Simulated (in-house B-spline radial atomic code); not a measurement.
A fraction x of an electron is moved 2s → 2p in O²⁺, starting from [He] 2s2 2p2 and keeping the highest spin. Level of theory: scalar-relativistic (X2C) LDA exchange-only, spin-polarised, spherical fractional occupations, Fermi nucleus of rms radius 2.6991 fm; calculated with a radial B-spline atomic code at the basis-set limit.

| x | E(x) - E(0) (eV) | 2s down level (eV) | 2p up level (eV) |
| --- | --- | --- | --- |
| 0 | 0.0000 | -52.919 | -43.880 |
| 0.125 | 1.0818 | -52.304 | -44.040 |
| 0.25 | 2.0643 | -51.637 | -44.190 |
| 0.375 | ? | ? | ? |
| 0.5 | 3.7046 | -50.076 | -44.453 |
| 0.625 | 4.3422 | -49.123 | -44.568 |
| 0.75 | ? | ? | ? |
| 0.875 | 5.1507 | -46.402 | -44.756 |
| 1 | 5.1842 | - | -44.823 |

(1) What belongs in the row x = 0.375?

(2) What belongs in the row x = 0.75?

(3) Check Janak's theorem between x = 0.125 and 0.25.

Results:

(1) An energy change of 2.9413 eV; 2s down at -50.902 eV, 2p up at -44.327 eV.

(2) An energy change of 4.8356 eV; 2s down at -47.966 eV, 2p up at -44.669 eV.

(3) The slope of the energy is 7.86 eV; the orbital levels give 7.86 eV (ε of the receiving orbital less ε of the emptying one, averaged over the two points).
